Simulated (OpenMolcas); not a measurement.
## F3+: from CASSCF to CASPT2

* Program: OpenMolcas
* Basis: ANO-R2 [4s4p2d1f]
* Scalar Hamiltonian: X2C, finite nucleus
* Active space: 2 electrons in 3 orbitals (2p)
* State averaging: 2S+1 = 3 even, 3 roots; 2S+1 = 1 even, 6 roots
* Spin-orbit coupling: RASSI with atomic mean-field integrals over the reference wave functions, term energies averaged over their components

Methods on the same reference wave functions:
A. CASSCF
B. SS-CASPT2, IPEA 0.25 Eh, imaginary shift 0.1 Eh (closed shells correlated: 1s 2s)

Energies in cm-1 above 2s2 2p2 3P0, the measured ground level; measured values from Moore, Atomic Energy Levels, vol. I, NSRDS-NBS 35 (1971 reprint of NBS Circular 467, 1949).

```
      Level      A      B  Measured
2s2 2p2 3P0    0.0    0.0       0.0
2s2 2p2 3P1    220    221       225
2s2 2p2 3P2    647    648       613
2s2 2p2 1D2  27831  25800     25241
2s2 2p2 1S0  68461  57940     53544
```

Deviations, from unrounded energies. A percentage is the sum of absolute deviations over the sum of measured energies, with the sign that they share, or ± where signs differ.

| Against measurement | Levels | A | B |
| --- | --- | --- | --- |
| mean absolute deviation (cm-1) | 4 | 4400 | 1200 |
| fine structure of the ground term (%) | 2 | ±4.6 | ±4.6 |
| other terms of the ground configuration (%) | 2 | +22.2 | +6.3 |

B lies closest to measurement on these levels. The largest miss of B in the table is 2s2 2p2 1S0, by +4400 cm-1. The ranking rests on the paired levels alone, and a cruder setting can come out closer through cancelling errors.

From A to B the spin-free energies of the other terms of 2s2 2p2 shown, above 3P, scale by factors of 0.85 to 0.93.

The lowest spin-free term lies below A's lowest term by 0.102 hartree in B.

Term energies are means over components that CASPT2 splits; among the terms shown or strongly mixed into the levels shown the widest spread is 83 cm-1 (2s2 2p2 1D, B). With the s shell closed, the reference lacks s² → p² mixing. Computed and measured levels are paired by configuration, term and J; levels that our copy of the source lacks, or whose pairing is in doubt (as where it misses far off the trend of its configuration), stay unpaired and out of the deviations. Only configurations of the active space appear.
